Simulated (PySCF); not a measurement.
Radial density of Ta(61+) (tantalum, charge +61)

UHF, [Ne] 3s2, closed-shell 1S. Calculation: PySCF 2.14, in an uncontracted even-tempered set (17 s from 17 bohr⁻², ratio 2.5; 12 p from 23 bohr⁻², ratio 2.5; 4 d from 82 bohr⁻², ratio 2.7; 4 f from 120 bohr⁻², ratio 2.7); scalar relativity by spin-free X2C-1e.

```
r (bohr)  4πr²ρ (e/bohr)
  0.0220           80.81
  0.0369           91.41
  0.0621           112.0
   0.104           45.04
   0.176           16.72
   0.296           2.746
   0.497         0.01979
```

Densities and radii are taken from the X2C orbitals without a picture-change correction, which distorts them close to the nucleus.

Spin-orbit coupling, which splits the p, d and f shells strongly at this Z, is absent.
